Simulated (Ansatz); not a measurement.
C$_{2}$H$_{8}$OSeSi, SMILES `CO[SiH](C)[SeH]`. Total charge 0; spin multiplicity 1. Correlated methods include outer-core shells of Se, which these sets cover unevenly. Scalar relativity is left out up to krypton.

Z-matrix (Å, degrees):
```
C
O 1 1.409
H 1 1.097 2 111.7
H 1 1.091 2 108.2 3 -119.2
H 1 1.096 2 111.6 3 121.7
Si 2 1.643 1 122.8 3 -52.9
Se 6 2.270 2 108.5 1 172.8
C 6 1.861 2 111.2 1 -63.8
H 6 1.490 2 109.8 1 58.9
H 7 1.469 6 92.8 2 74.1
H 8 1.092 6 110.3 2 179.2
H 8 1.094 6 110.8 2 59.4
H 8 1.093 6 110.9 2 -60.8
```

Give the diagnostics of a CCSD(T)/def2-TZVPP run (frozen core, Ansatz). (Best estimate.)

Ansatz gave: T1 = 0.0101, largest single amplitude 0.011, largest double 0.023, (T) share of the correlation energy 3.6 %, 8 CCSD cycles. The RHF solution is stable towards an unrestricted one. T1 lies under the customary mark of 0.02 for closed shells.
